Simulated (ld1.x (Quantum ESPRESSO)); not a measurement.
## Pseudopotential generation for phosphorus: TM, PBE, scalar-relativistic.

ld1.x (Quantum ESPRESSO) 7.5 input, shortened:

```
&input
   title='P', zed=15., rel=1, dft='PBE', iswitch=3,
   config='[Ne] 3s2 3p2.5 3d-2'
 /
 &inputp
   pseudotype=2, tm=.true., lloc=0,
   nlcc=.false.
 /
3
3P  2  1   2.50   0.00  1.80  1.80  0.0
3D  3  2  -2.00   0.40  1.70  1.70  0.0
3S  1  0   2.00   0.00  1.30  1.30  0.0
 &test
   configts(1)='3s2 3p2.5'
 /
```

All-electron outer shells of the reference configuration (PBE, scalar-relativistic, ld1.x):

```json
{"shell": "3s", "level (eV)": "-18.43", "outermost node (bohr)": "0.65", "outermost maximum (bohr)": "1.56"}
{"shell": "3p", "level (eV)": "-9.67", "outermost node (bohr)": "0.64", "outermost maximum (bohr)": "1.79"}
```

Task: Estimate the cutoffs (Ry, on a coarse ladder) from which the occupation-weighted sum of valence levels, in a spherical-Bessel basis at the reference potential, stays within 10 and 1 mRy of its value at 400 Ry.

Result: 40 Ry and 80 Ry.

Task: Does the potential have ghost states?

Result: No extra level below or beside the all-electron valence levels (p, d, s, f tested).

Task: Which valence shell sets the plane-wave cutoff?

Result: 3s: its level needs 50 Ry to come within 1 mRy, against 18 Ry for 3p.

Task: Tests: 3s2 3p3; 3s2 3p2; 3s2 3p1; 3s2 3p3.3; 3s2 3p0; 3s1 3p3; 3s0 3p5. Which has the largest error in its energy relative to the reference configuration, and how large is it?

Result: 3s2 3p0, with +56 meV (all-electron minus pseudo) on +54.84 eV.
